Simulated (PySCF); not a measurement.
Telling isomers of C8H11BO apart by NMR

- PBE0-D3(BJ)/def2-SVP structure
- PBE0/pcSseg-1 with gauge-including orbitals
- code: PySCF
- fast rotation and ring inversion assumed for equivalent nuclei, no solvent model, no relativistic terms, a single conformation

δ = σ(ref) − σ, references computed at the same level: TMS for 1H, 13C. Where no couplings were computed, multiplicities follow the n + 1 count of equivalent neighbours, and m marks all less simple cases (inequivalent or close neighbours, rings, F or P nearby). Couplings to H on boron are left out. Carbons bonded to boron are broad in practice. Shifts are as computed. Against solution values, carbons near 30 ppm lie about +2 ppm off and those near 130 ppm about +5 ppm. Of 1313 compounds with measured shifts, 239 miss one by over three times the rms of a fit or turn the order of signals round; such compounds aren't used in these exercises.

(1) Tabulate the signals of `CCOBc1ccccc1`, `CCCC#CC#CBOC`, `CCOC1=CBC=CC=C1`, `COC1=CC=CC=CB1C` and their relative energies.

(2) What is the quickest way to tell CCOBc1ccccc1 from CCOC1=CBC=CC=C1?

(3) What is the quickest way to tell CCCC#CC#CBOC from COC1=CC=CC=CB1C?

(4) What is the quickest way to tell CCOC1=CBC=CC=C1 from COC1=CC=CC=CB1C?

Answers

(1) 
```json
{"SMILES": "CCOBc1ccccc1", "carbon types": "1×C 5×CH 1×CH2 1×CH3", "δC": "143.1, 141.4, 138.3, 132.9, 71.3, 20.4", "δH": "8.05 (d, 2H), 7.56 (m, 1H), 7.50 (m, 2H), 5.46 (br, 1H), 4.28 (q, 2H), 1.34 (t, 3H)", "E rel. (kcal/mol)": "0.0"}
{"SMILES": "CCCC#CC#CBOC", "carbon types": "4×C 2×CH2 2×CH3", "δC": "100.6, 91.8, 86.5, 72.3, 62.5, 25.9, 24.2, 15.9", "δH": "4.69 (br, 1H), 3.97 (s, 3H), 2.16 (t, 2H), 1.48 (m, 2H), 0.94 (t, 3H)", "E rel. (kcal/mol)": "78.1"}
{"SMILES": "CCOC1=CBC=CC=C1", "carbon types": "1×C 5×CH 1×CH2 1×CH3", "δC": "176.0, 166.8, 149.4, 143.5, 143.3, 127.2, 63.1, 16.9", "δH": "8.51 (m, 1H), 7.89 (d, 1H), 7.88 (m, 1H), 7.46 (m, 1H), 6.96 (d, 1H), 6.25 (br, 1H), 3.72 (q, 2H), 1.55 (t, 3H)", "E rel. (kcal/mol)": "55.0"}
{"SMILES": "COC1=CC=CC=CB1C", "carbon types": "1×C 5×CH 2×CH3", "δC": "191.2, 155.2, 154.8, 139.7, 133.3, 123.8, 53.8, 9.7", "δH": "7.99 (m, 1H), 7.94 (m, 1H), 7.26 (m, 1H), 7.08 (m, 1H), 6.76 (d, 1H), 3.76 (s, 3H), 1.05 (s, 3H)", "E rel. (kcal/mol)": "46.5"}
```

Energies are electronic energies at PBE0/pcSseg-1 on these geometries, without zero-point or thermal terms, each for the one conformer computed, which needn't be the lowest.

(2) Count the carbon signals: 6 against 8. The first has a substituted aromatic carbon (C) at 141.4 ppm, the second an alkene carbon bearing oxygen (C) at 176.0 ppm. Their most deshielded carbons lie at 143.1 and 176.0 ppm. In the proton spectra the most deshielded non-exchanging signals are 8.05 (d, 2H) and 8.51 (m, 1H).

(3) Both give the same number of carbon signals, but DEPT or the intensities differ. The first has an alkyne carbon (C) at 100.6 ppm, the second an alkene carbon bearing oxygen (C) at 191.2 ppm. In the proton spectra the most deshielded non-exchanging signals are 4.69 (br, 1H) and 7.99 (m, 1H).

(4) Both give the same number of carbon signals, but DEPT or the intensities differ. The first has an sp3 CH2 bonded to O at 63.1 ppm, the second a methyl carbon bonded to O (CH3) at 53.8 ppm. Their most deshielded carbons lie at 176.0 and 191.2 ppm. In the proton spectra the most deshielded non-exchanging signals are 8.51 (m, 1H) and 7.99 (m, 1H).
